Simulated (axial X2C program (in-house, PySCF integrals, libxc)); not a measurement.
Worked dissociation energy of VO⁺: BLYP, without spin–orbit coupling

Calculated with an in-house all-electron X2C program for linear molecules (integrals from PySCF). Spin-free means the one-electron spin-free X2C Hamiltonian. Basis: V dyall-cv3z [10s10p6d4f2g], O dyall-av3z [7s6p3d2f] (cores contracted in-house); Gaussian nuclei, density fitting, unrestricted open shells. Masses: V 50.944 u, O 15.995 u.

Molecular state: M_S = 1, Λ = 0 (beyond evenly filled blocks: δ+α, δ-α).

```
E(V+) (2M_S = 4, M_L = 0) : -949.003094 hartree
E(O) (2M_S = 2, M_L = 0)  : -75.144116 hartree
E(VO⁺) at Re              : -1024.396927 hartree
ωe                        : 1087.2 cm⁻¹
ωexe                      : 5.17 cm⁻¹
```

(1) Work out De and D0.

Occupations by symmetry block were frozen at the best pattern of an incomplete PBE0 search. De is counted from the lowest determinant-based energies of the atoms at the same level, without counterpoise correction. The determinant is spin-polarised beyond a pure state at some levels (its spin-free form has ⟨S²⟩ too high), which makes Re and μ there less reliable.

Each atomic determinant is the lowest at this level and need not be a pure term. Totals compare only within one Hamiltonian and basis.

Results:

(1) De = -949.003094 + (-75.144116) − (-1024.396927) = 0.24972 hartree = 6.795 eV. The zero-point energy is ωe/2 − ωexe/4 = 542 cm⁻¹ = 0.067 eV, so D0 = 6.728 eV.
